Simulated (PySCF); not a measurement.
Vertical excitations of a molecule CH₈ClFSi₃ from TDA-LC-ωPBE/def2-SVPD (PySCF), as energy in eV (oscillator strength): 5.82 (0.022), 6.79 (0.028), 6.95 (0.162), 7.54 (0.008), 7.76 (0.075), 7.82 (0.098). Lowest triplet (TDA): 4.96 eV. The structure is a stationary point at B3LYP-D3(BJ)/def2-SVP. Other conformers were not sampled.

Q: Identify the compound among the candidates.
A. FC[Si]([SiH3])([SiH3])Cl
B. FC[Si@H](Cl)[SiH2][SiH3]
C. C[Si@H](Cl)[Si@@H](F)[SiH3]
D. C[SiH2][Si@@](F)([SiH3])Cl

A: C, C[Si@H](Cl)[Si@@H](F)[SiH3]
